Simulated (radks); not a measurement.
Values are calculated unless marked as measured or tabulated.
Effect of the nuclear size on neutral hafnium, [Xe] 4f14 5d2 6s2. Level of theory: Dirac Kohn-Sham, PBE, spin-unpolarised, spherical densities, finite nucleus; open shells are shared between the two j in proportion to 2j + 1; Fermi nuclear charge, rms radius 5.347 fm (a radial shooting solver on a logarithmic mesh with Libxc functionals). The rms radius is varied about that value; shifts are against it.

rms radius (fm)  total energy shift (eV)  density at nucleus (e/bohr^3)  1s1/2 shift (meV)  2s1/2 shift (meV)  5s1/2 shift (meV)  5p1/2 shift (meV)  6s1/2 shift (meV)  5d5/2 shift (meV)  6p1/2 (empty) shift (meV)
4.2936                             -17.5                      1.299e+06              -7120               -985              -8.18              0.611             -0.511              0.468                      0.191
5.0476                             -5.24                      1.232e+06              -2130               -295              -2.45              0.183             -0.153              0.140                      0.057
5.347                                  0                      1.209e+06              0.000              0.000              0.000              0.000              0.000              0.000                      0.000
5.5609                              3.87                      1.193e+06               1570                218               1.81             -0.135              0.113             -0.103                     -0.042
6.1651                              15.3                      1.154e+06               6240                863               7.16             -0.534              0.447             -0.410                     -0.167

Slopes of the eigenvalues against <r^2> in GHz/fm^2, as finite differences over the two radii next to the reference (eigenvalue slopes, not the field-shift constants of lines): 1s1/2 164000, 2s1/2 22800, 5s1/2 189, 5p1/2 -14.1, 6s1/2 11.8, 5d5/2 -10.8, 6p1/2 (empty) -4.40.
